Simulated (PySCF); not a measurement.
**Electron correlation in Nb⁺ (niobium, charge +1)**

[Kr] 4d4, high-spin 5D determinant. Calculation: PySCF 2.14, in x2c-TZVPPall with one added diffuse shell each of s, p, d, f type (9s7p7d3f1g, 95 functions); the spin-free X2C one-electron Hamiltonian (Gaussian nucleus). Frozen: [Ar] 3d10; 12 electrons correlated.

| level | correlation energy (mhartree) |
| --- | --- |
| CCSD | -294.11 |
| (T) | -7.15 |
| CCSD(T) | -301.26 |

Diagnostics: T1 = 0.017, D1 = 0.0786, largest double amplitude 0.020.

Problem. Is a single reference adequate?

Solution. Yes, within this model without spin-orbit coupling: T1 lies below 0.03 and no double amplitude reaches 0.07.

This basis was not built for core-valence correlation, so the inner-shell part is incomplete.
